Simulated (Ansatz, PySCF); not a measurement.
A series of adiabatic ionisation energy values:

A. [I][Tl] -> [I][Tl] as doublet, charge +1
B. [O]Cl → [O]Cl as triplet, charge +1
C. [SiH3] (SiH3) -> [SiH3] (SiH3) as singlet, charge +1
D. ClI → ClI as doublet, charge +1
E. [BeH] (BeH) → [BeH] (BeH) as singlet, charge +1

Quantity: adiabatic ionisation energy (0 K, with B3LYP-D3(BJ) harmonic zero-point energies from PySCF), kcal/mol. Geometries: B3LYP-D3(BJ)/def2-TZVP minima from Ansatz (a first-principles code). A spin state is the lowest found, not a proven ground state. Cores are frozen in the correlated levels unless marked. UHF or UKS for open shells. No spin-orbit coupling. Frozen are the shells of the preceding noble gas and the d and f shells that filled before the atom's block. In def2 rows, elements after Kr have scalar-relativistic effective core potentials. Basis-set limits of correlation are two-point, X^-3; Hartree-Fock from the larger set.

|  | CCSD/def2-SVP (Ansatz) | CCSD(T)/def2-TZVPP (Ansatz) | CCSD(T)/def2-QZVPP (Ansatz) | CCSD(T)/CBS(def2-TZVPPD,def2-QZVPPD) (Ansatz) |
|---|---|---|---|---|
| A | 184.5 | 191.4 | 194.3 | ___ |
| B | 242.8 | 245.2 | 248.5 | ___ |
| C | 182.9 | 186.0 | 186.6 | ___ |
| D | 230.6 | 233.0 | 236.1 | ___ |
| E | 189.5 | 191.2 | 191.3 | ___ |

Q: Fill in the missing entries.

A: 
- A, CCSD(T)/CBS(def2-TZVPPD,def2-QZVPPD) (Ansatz): 196.5
- B, CCSD(T)/CBS(def2-TZVPPD,def2-QZVPPD) (Ansatz): 250.9
- C, CCSD(T)/CBS(def2-TZVPPD,def2-QZVPPD) (Ansatz): 187.1
- D, CCSD(T)/CBS(def2-TZVPPD,def2-QZVPPD) (Ansatz): 238.6
- E, CCSD(T)/CBS(def2-TZVPPD,def2-QZVPPD) (Ansatz): 191.3
